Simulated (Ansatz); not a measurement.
System: GeO2 (charge -1, doublet). 
Geometry from a B3LYP-D3(BJ)/def2-TZVP (Ansatz, a first-principles code) optimisation:
```xyz
3

Ge     0.1487    -0.0232     0.1866
O      0.9130     0.2312    -1.3152
O     -1.5080    -0.1384     0.5689
```
Charge -1, spin multiplicity 2.

Basis-set convergence of Hartree-Fock and CCSD(T) correlation energies (hartree) with Ansatz. Valence correlation only, unless marked. UHF or UKS for open shells. No spin-orbit coupling. The frozen core is the preceding noble-gas configuration, with the filled d and f shells of earlier blocks. No relativistic terms.

```
basis        functions        E(HF)  E(corr, CCSD(T))
-----------  ---------  -----------  ----------------
aug-cc-pVDZ         82  -2225.07108          -0.53584
aug-cc-pVTZ        151          [?]               [?]
```

Problem. Fill in the missing entries.

Solution. 
- aug-cc-pVTZ, E(HF): -2225.18169
- aug-cc-pVTZ, E(corr, CCSD(T)): -0.63950
